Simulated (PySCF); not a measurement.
Species: C5H12O2Si.
SMILES: `C1[Si@@H](OCC1)OCC`

Level: CAM-B3LYP/def2-SVPD in PySCF, non-relativistic, on one gas-phase PBE0-D3(BJ)/def2-SVP geometry that isn't relaxed in the solvent. The solvent is an IEF-PCM continuum (cavity from Bondi-type radii × 1.2), and excitations are vertical TDDFT with non-equilibrium linear response and a frozen core. The model holds no explicit solvent molecules, cavitation or dispersion.

Gas-phase singlets (H = HOMO, L = LUMO):

```csv
state,E (eV),λ (nm),f,leading configurations
S1,7.653,162,0.000,"H→L 60%, H→L+2 14%"
S2,7.941,156,0.017,"H-1→L 32%, H→L+1 28%, H-1→L+1 13%"
S3,8.083,153,0.050,"H→L+2 49%, H→L 10%, H→L+4 8%"
S4,8.191,151,0.006,H-1→L+2 60%
S5,8.235,151,0.006,"H-2→L 56%, H-2→L+1 16%"
```

Task: How does the list change in chloroform (ε = 4.711)?

Result: 
```tsv
state	E (eV)	λ (nm)	f	leading configurations	change by rank (eV)
S1	7.662	162	0.001	H→L 60%, H→L+1 17%	+0.009
S2	7.965	156	0.011	H-1→L 42%, H→L+1 16%, H-1→L+2 10%	+0.024
S3	8.136	152	0.076	H→L+2 55%	+0.053
S4	8.200	151	0.008	H-1→L+2 44%, H-1→L+1 22%	+0.009
S5	8.263	150	0.014	H-2→L 55%, H-2→L+1 20%	+0.028
```

Task: How do the frontier levels move from gas to chloroform?

Result: 
```csv
orbital,gas (eV),solvent (eV),change (eV)
LUMO+2,1.73,1.78,+0.05
LUMO+1,1.60,1.71,+0.11
LUMO,1.31,1.38,+0.07
HOMO,-9.27,-9.31,-0.04
HOMO-1,-9.64,-9.65,-0.01
HOMO-2,-9.80,-9.76,+0.04
HOMO-3,-10.44,-10.41,+0.03
```

The HOMO–LUMO gap goes from 10.59 to 10.68 eV. Rows go by rank; for LUMO, LUMO+1 and LUMO+2 the atom shares or the degeneracy differ between the runs, so the row needn't follow one orbital.
